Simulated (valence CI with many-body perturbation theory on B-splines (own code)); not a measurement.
E1 transitions of Ru5+

Level of theory: configuration interaction combined with many-body perturbation theory (CI+MBPT): three valence electrons over a frozen Dirac-Fock core [Kr], a basis of 9 s, 9 p, 10 d, 8 f, 5 g, 3 h, 1 i functions for each j, with the one-electron correlation potential Σ1 (screened to all orders), the two-electron term Σ2, the three-electron term Σ3, Breit, model QED; selected single and double excitations, second order for the rest, scaled by the run's own slope (own B-spline code, finite nucleus).

No measured levels were compared; by estimate terms of the open shell hold to 2 to 4 % of their energy, and close levels can change places; different configurations can be misplaced against each other by 1,000 to 8,000 cm⁻¹. Core correlation moves these levels by up to 17000 cm⁻¹, and in measured spectra 5 to 20 % of such shifts remained as error; rates that hang on mixing are uncertain with them.

Lines 151 to 200 of 267 in falling wavelength, among levels below 31.238 eV, chosen from the strongest by gf and those to the six lowest levels. Wavelengths and rates use the calculated energies, so an error of 2000 cm⁻¹ moves a line at 45.43 nm by 0.91 % and its rate by three times that or more. Electric multipoles are in the length gauge, E1 and E2 with the static RPA response of the core. Weak lines are less certain than strong ones. Lines between different terms over intervals too small for the method are left out, as are lines whose strength nearly cancels. Where a level lies close to another of its J and parity, the split of strength between their lines is uncertain. The highest levels of a list are the least certain.

Names give the largest LS component (configuration and term), which can be under half, so a name can repeat, a term be missing and a line seem to break the LS rules; names also repeat where a configuration has a term twice. Letters in brackets count levels of one name in rising energy.

| λ vac (nm) | Upper | Lower | A (s⁻¹) | log gf | Branch % |
| --- | --- | --- | --- | --- | --- |
| 45.43 | 4d2 5p 4G°_5/2 | 4d3 4F_3/2 | 8.35e+08 | -0.81 | 38.9 |
| 45.39 | 4d2 5p 4G°_7/2 | 4d3 4F_7/2 | 9.36e+07 | -1.64 | 3.7 |
| 45.37 | 4d2 5p 2D°_3/2 [b] | 4d3 2D_5/2 [a] | 2.46e+09 | -0.52 | 34.6 |
| 45.25 | 4d2 5p 2G°_9/2 [b] | 4d3 2H_11/2 | 1.05e+10 | 0.51 | 76.5 |
| 45.23 | 4d2 5p 4S°_3/2 | 4d3 4P_1/2 | 2.70e+09 | -0.48 | 24.0 |
| 45.21 | 4d2 5p 4S°_3/2 | 4d3 4P_3/2 | 3.55e+09 | -0.36 | 31.6 |
| 45.18 | 4d2 5p 4F°_3/2 | 4d3 4F_5/2 | 2.32e+08 | -1.55 | 2.8 |
| 45.18 | 4d2 5p 2P°_1/2 | 4d3 2P_1/2 | 2.88e+09 | -0.75 | 30.1 |
| 45.17 | 4d2 5p 2D°_5/2 [b] | 4d3 2D_5/2 [a] | 1.92e+09 | -0.45 | 29.8 |
| 45.10 | 4d2 5p 4F°_5/2 | 4d3 4F_7/2 | 1.03e+07 | -2.72 | 0.1 |
| 45.04 | 4d2 5p 4G°_9/2 | 4d3 4F_9/2 | 8.77e+08 | -0.57 | 26.5 |
| 45.02 | 4d2 5p 4G°_7/2 | 4d3 4F_5/2 | 1.10e+09 | -0.57 | 43.7 |
| 44.99 | 4d2 5p 4D°_7/2 [a] | 4d3 2H_9/2 | 5.76e+09 | 0.15 | 61.0 |
| 44.89 | 4d2 5p 4F°_3/2 | 4d3 4F_3/2 | 6.02e+09 | -0.14 | 72.6 |
| 44.87 | 4d2 5p 4F°_7/2 | 4d3 4F_9/2 | 2.18e+07 | -2.28 | 0.3 |
| 44.74 | 4d2 5p 4F°_5/2 | 4d3 4F_5/2 | 4.80e+09 | -0.06 | 60.6 |
| 44.72 | 4d2 5p 2F°_5/2 [b] | 4d3 2G_7/2 | 7.92e+09 | 0.15 | 72.8 |
| 44.65 | 4d2 5p 4G°_9/2 | 4d3 4F_7/2 | 1.21e+09 | -0.44 | 36.5 |
| 44.65 | 4d2 5p 4D°_1/2 [b] | 4d3 4P_1/2 | 1.70e+09 | -0.99 | 42.9 |
| 44.63 | 4d2 5p 4D°_1/2 [b] | 4d3 4P_3/2 | 2.42e+08 | -1.84 | 6.1 |
| 44.58 | 4d2 5p 2G°_7/2 [c] | 4d3 2G_9/2 | 7.33e+09 | 0.24 | 60.5 |
| 44.56 | 4d2 5p 2F°_5/2 [a] | 4d3 4F_7/2 | 1.26e+09 | -0.65 | 22.5 |
| 44.55 | 4d2 5p 4P°_5/2 | 4d3 2D_5/2 [a] | 1.40e+09 | -0.60 | 18.4 |
| 44.51 | 4d2 5p 2P°_3/2 | 4d3 4P_3/2 | 3.78e+08 | -1.35 | 4.1 |
| 44.49 | 4d2 5p 2F°_7/2 | 4d3 4F_9/2 | 4.19e+09 | 0.00 | 48.8 |
| 44.49 | 4d2 5p 4F°_7/2 | 4d3 4F_7/2 | 6.24e+09 | 0.17 | 73.1 |
| 44.48 | 4d2 5p 4D°_7/2 [b] | 4d3 2H_9/2 | 4.55e+09 | 0.03 | 52.5 |
| 44.45 | 4d2 5p 4F°_5/2 | 4d3 4F_3/2 | 8.36e+08 | -0.83 | 10.5 |
| 44.41 | 4d2 5p 2G°_7/2 [c] | 4d3 2G_7/2 | 1.31e+09 | -0.51 | 10.8 |
| 44.39 | 4d2 5p 2F°_5/2 [b] | 4d3 4P_3/2 | 2.01e+08 | -1.45 | 1.8 |
| 44.36 | 4d2 5p 4F°_9/2 | 4d3 4F_9/2 | 5.61e+09 | 0.22 | 77.8 |
| 44.28 | 4d2 5p 4D°_3/2 [b] | 4d3 4P_1/2 | 7.38e+08 | -1.06 | 14.7 |
| 44.26 | 4d2 5p 4D°_3/2 [b] | 4d3 4P_3/2 | 4.34e+08 | -1.29 | 8.7 |
| 44.21 | 4d2 5p 2F°_5/2 [a] | 4d3 4F_5/2 | 1.31e+09 | -0.64 | 23.3 |
| 44.21 | 4d2 5p 2G°_9/2 [b] | 4d3 2G_9/2 | 1.11e+09 | -0.49 | 8.1 |
| 44.16 | 4d2 5p 2H°_9/2 | 4d3 2H_11/2 | 1.40e+09 | -0.39 | 24.3 |
| 44.15 | 4d2 5p 2H°_9/2 | 4d3 2H_9/2 | 3.05e+09 | -0.05 | 52.9 |
| 44.14 | 4d2 5p 4F°_7/2 | 4d3 4F_5/2 | 5.80e+08 | -0.87 | 6.8 |
| 44.13 | 4d2 5p 4D°_5/2 [b] | 4d3 2G_7/2 | 1.06e+09 | -0.73 | 20.8 |
| 44.12 | 4d2 5p 2F°_7/2 | 4d3 4F_7/2 | 1.13e+08 | -1.58 | 1.3 |
| 44.09 | 4d2 5p 4G°_11/2 | 4d3 4F_9/2 | 8.26e+08 | -0.54 | 41.8 |
| 44.08 | 4d2 5p 2D°_3/2 [a] | 4d3 4F_5/2 | 3.86e+09 | -0.35 | 46.4 |
| 43.99 | 4d2 5p 4F°_9/2 | 4d3 4F_7/2 | 5.58e+07 | -1.79 | 0.8 |
| 43.96 | 4d2 5p 4D°_7/2 [a] | 4d3 4P_5/2 | 7.69e+08 | -0.75 | 8.1 |
| 43.93 | 4d2 5p 2F°_5/2 [a] | 4d3 4F_3/2 | 5.27e+07 | -2.04 | 0.9 |
| 43.89 | 4d2 5p 4D°_5/2 [a] | 4d3 4F_7/2 | 6.58e+09 | 0.06 | 64.2 |
| 43.88 | 4d2 5p 2D°_3/2 [b] | 4d3 4P_5/2 | 1.45e+09 | -0.78 | 20.4 |
| 43.84 | 4d2 5p 2P°_1/2 | 4d3 4P_1/2 | 3.02e+07 | -2.76 | 0.3 |
| 43.82 | 4d2 5p 2P°_1/2 | 4d3 4P_3/2 | 4.78e+08 | -1.56 | 5.0 |
| 43.81 | 4d2 5p 4D°_5/2 [b] | 4d3 4P_3/2 | 8.92e+08 | -0.81 | 17.5 |
